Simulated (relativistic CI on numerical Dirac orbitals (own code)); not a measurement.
## Rh XXXI: computed level list

Calculated at this level of theory: Dirac-Coulomb-Breit CI, separate exchange-only KLI orbitals for each configuration, model QED (radiative potential, 1s self-energy scaled to tabulated hydrogen-like ionisation energies), unscaled Slater integrals (own radial code, finite nucleus).

Configuration list (outside the closed core [Ne]): 3s²3p³, 3s3p⁴, 3s²3p²3d, 3p⁵, 3s3p³3d, 3p⁴3d, 3s3p²3d², 3s²3p3d4p, 3p⁴4s, 3s3p²3d4s, 3p⁴4p, 3s²3p²4s, 3s²3p²4p, 3s²3p²4d, 3p³3d4p, 3s3p³4s, 3s²3p²4f, 3s3p³4p, 3s3p³4d, 3s3p³4f, 3s²3p²5s, 3s²3p²5p, 3s²3p4s4p, 3s²3p²5d, 3s²3p²5f, 3s²3p²5g, 3s3p²4s², 3s3p³5s, 3s²3p3d², 3s²3d³, 3s3p3d³, 3s²3d²4s, 3s²3d²4p, 3s²3d²4d, 3p³3d², 3p²3d³, 3p²3d²4s, 3p²3d²4p, 3p²3d²4d, 3s²3p3d4s, 3s3p3d²4s, 3s²3d4s², 3s²3d4s4p, 3s²3d4s4d, 3s3p²3d4p, 3s3p3d²4p, 3s3p3d4s4p, 3s3p3d4p², 3s3p3d4p4d, 3p³3d4s, 3p²3d4s², 3p²3d4s4p, 3p²3d4s4d, 3s²3p4s², 3s3p3d4s², 3s²4s²4p, 3s²4s²4d, 3s²3p4p², 3s²3d4p², 3s²4s4p², 3s²4p³, 3s²4p²4d, 3s3p²4s4p, 3s3p4s²4p, 3s3p4s4p², 3s3p4s4p4d. Double excitations out of closed p, d and f shells are left out; levels of such configurations are missing from the list, as are those of other unlisted configurations, and high levels can miss mixing partners. These lack a partner that the ground configuration has and come out too high: 3s²3p²4f, 3s3p³4d, 3s3p³4f, 3s²3p²5s, 3s²3p²5p.

The lowest level is 3s²3p³ ⁴S°3/2, with 41 % of that term; Hund's rules for 3s²3p³ give ⁴S° with J = 3/2, in agreement.

```csv
No.,Configuration,Term,J,E (eV),%,Lifetime (s),jj configuration (%)
1,3s²3p³,⁴S°,3/2,0.000,41,,3p3/2 (94)
2,3s²3p³,²D°,3/2,27.635,50,4.18e-06,3p1/2 3p3/2^2 (94)
3,3s²3p³,²D°,5/2,33.965,98,2.13e-05,3p1/2 3p3/2^2 (98)
4,3s²3p³,²P°,1/2,41.996,98,3.76e-06,3p1/2 3p3/2^2 (98)
5,3s²3p³,²P°,3/2,69.877,57,1.41e-06,3p3/2^3 (96)
6,3s3p⁴(3P),⁴P,5/2,105.481,72,1.29e-10,3s 3p3/2^2 (82)
7,3s²3p²3d,²D,3/2,114.927,19,1.39e-10,3p1/2^2 3d3/2 (54)
8,3s3p⁴(3P),⁴P,1/2,122.134,53,3.75e-11,3s 3p3/2^2 (71)
9,3s3p⁴(3P),⁴P,3/2,126.566,37,3.40e-11,3p1/2^2 3d3/2 (35)
10,3p²(3P)3d,⁴F,5/2,133.099,38,3.96e-11,3p1/2^2 3d5/2 (73)
11,3s3p⁴(1D),²D,3/2,139.145,31,4.26e-11,3s 3p1/2 3p3/2^3 (54)
12,3s3p⁴(1D),²D,5/2,144.188,40,1.63e-10,3s 3p1/2 3p3/2^3 (46)
13,3p²(3P)3d,²P,3/2,145.046,38,2.40e-10,3p1/2 3p3/2 3d3/2 (76)
14,3p²(3P)3d,⁴D,1/2,146.175,58,1.11e-10,3p1/2 3p3/2 3d3/2 (84)
15,3p²(1D)3d,²F,5/2,148.049,51,1.82e-10,3p1/2 3p3/2 3d3/2 (57)
16,3p²(3P)3d,⁴F,7/2,151.734,55,2.36e-09,3p1/2 3p3/2 3d3/2 (72)
17,3p²(3P)3d,⁴D,7/2,154.228,49,9.97e-08,3p1/2 3p3/2 3d5/2 (89)
18,3p²(3P)3d,⁴D,1/2,159.009,30,1.34e-11,3s 3p1/2 3p3/2^3 (37)
19,3p²(3P)3d,⁴F,9/2,160.262,57,1.47e-04,3p1/2 3p3/2 3d5/2 (92)
20,3p²(3P)3d,⁴D,3/2,160.774,45,2.11e-11,3p1/2 3p3/2 3d5/2 (37)
21,3s²3p²3d,²F,5/2,163.261,24,1.09e-11,3p1/2 3p3/2 3d5/2 (64)
22,3s3p⁴(3P),²P,3/2,170.637,24,2.72e-12,3p1/2 3p3/2 3d3/2 (53)
23,3p²(3P)3d,⁴P,5/2,171.531,32,4.23e-12,3p1/2 3p3/2 3d3/2 (41)
24,3p²(1D)3d,²G,7/2,171.990,54,2.78e-11,3p1/2 3p3/2 3d5/2 (60)
25,3p²(3P)3d,⁴P,1/2,173.660,45,3.41e-12,3p1/2 3p3/2 3d3/2 (68)
26,3p²(1D)3d,²P,3/2,177.132,34,3.97e-12,3p1/2 3p3/2 3d5/2 (43)
27,3p²(3P)3d,²D,3/2,180.264,71,1.20e-11,3p1/2 3p3/2 3d5/2 (60)
28,3p²(3P)3d,²P,1/2,181.773,52,1.28e-11,3p3/2^2 3d5/2 (33)
29,3p²(3P)3d,²D,5/2,181.809,52,3.93e-12,3p1/2 3p3/2 3d5/2 (57)
30,3p²(1D)3d,²F,7/2,189.240,48,2.43e-10,3p3/2^2 3d5/2 (96)
```

Energies count from the lowest computed level; ° marks odd parity; lifetimes are radiative, by E1, M1, E2, M2, E3 decay to levels of this space only. Percentages are summed over parent terms; the parents shown are those of the largest component, closed shells are left out there. Filled j subshells are mostly left out of the jj labels.

The mean weight of the leading LS term, summed over parents, in these 30 levels is 48 %, and that of the leading jj configuration (from the same eigenvectors) 67 %, so jj coupling describes them better and the LS labels are nominal.

At this charge energies of transitions that change n are usually good to better than 1 %, and those within a shell (Δn = 0) to a few per cent.

LS names give the leading component of a level, which can be under half, so a name can repeat, a term be missing and a line seem to break the LS rules.
